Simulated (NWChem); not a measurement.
# C$_{2}$H$_{6}$STe; SMILES CS[Te]C

```xyz
10

Te     0.3393    -0.7120    -0.0613
C     -1.7657    -1.2445     0.1773
H     -1.8410    -2.3419     0.0467
H     -2.3748    -0.7297    -0.5869
H     -2.0841    -0.9599     1.1958
S      0.1530     1.5976     0.6459
C     -0.3234     2.4825    -0.8871
H      0.4394     2.3595    -1.6792
H     -0.3856     3.5542    -0.6069
H     -1.3122     2.1516    -1.2587
```
Atoms are numbered in this order, from 1.

Results from NWChem. Coordinates come from a PBE-D3(BJ)/def2-SVP optimisation. No frequency run checked for a minimum. def2 effective core potentials on Te; no spin-orbit coupling.

Estimate the computed values for CAM-B3LYP/def2-SVP. Quantities: highest occupied level (eV); orbital gap (eV); dipole (D).


```
Property                     Result
---------------------------  ------
highest occupied level (eV)   -7.26
orbital gap (eV)               7.09
dipole (D)                     1.79
```
